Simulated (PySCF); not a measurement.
Gas-phase reaction: 2 H₃SiGeH₃ → Ge₂H₆ + 2 SiH₃

Method: PySCF energies plus ideal-gas RRHO corrections (1 bar). † marks an energy on the PBE0/def2-TZVP geometry and frequencies. Open shells (unrestricted): SiH₃ (multiplicity 2); the rest are closed-shell singlets. Ge: all electrons, no relativistic terms.

HF/def2-TZVP† gives ΔH°(298 K) = 226 kJ.

Problem. What do BLYP/def2-TZVP†, ωB97X-V/def2-TZVP†, PBE/def2-TZVP† give?

Solution. BLYP/def2-TZVP†: 287 kJ; ωB97X-V/def2-TZVP†: 329 kJ; PBE/def2-TZVP†: 304 kJ. For scale, ΔH°(298 K) is 226 kJ at this level, 325 kJ at ωB97M-V/def2-TZVP†, and runs from 226 to 350 kJ over the 19 levels computed.
